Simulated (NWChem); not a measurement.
# C2HClF2; SMILES F/C=C(\F)Cl

```xyz
6

F     -0.2892    -2.2495     0.0000
C     -0.7030    -0.9913     0.0000
C      0.1649     0.0213     0.0000
F      1.4684    -0.1582     0.0000
Cl    -0.3283     1.6594     0.0000
H     -1.7835    -0.8439     0.0000
```
Atoms are numbered in this order, from 1.

All runs: NWChem. Geometry optimised at PBE0/def2-SVP; all other runs use it. 

| quantity | level | value |
|---|---|---|
| −ε(HOMO) (eV) | PBE/def2-SVP | ? |
| vertical, lowest state with f > 0.02, singlet (eV) | PBE/def2-SVPD, TDA | ? |
| dipole in solution (D) in water | PBE0/def2-SVP, SMD | 1.79 |
| anisotropy (bohr³), static | PBE/def2-SVPD | 24.0 |
| dipole (D) | PBE0/def2-SVP | ? |
| highest harmonic frequency (cm⁻¹) | PBE0/def2-SVP | 3267 |

Problem. Complete the blanks.

Solution. 
- −ε(HOMO) (eV), value: 5.86
- vertical, lowest state with f > 0.02, singlet (eV), value: 6.99
- dipole (D), value: 1.44
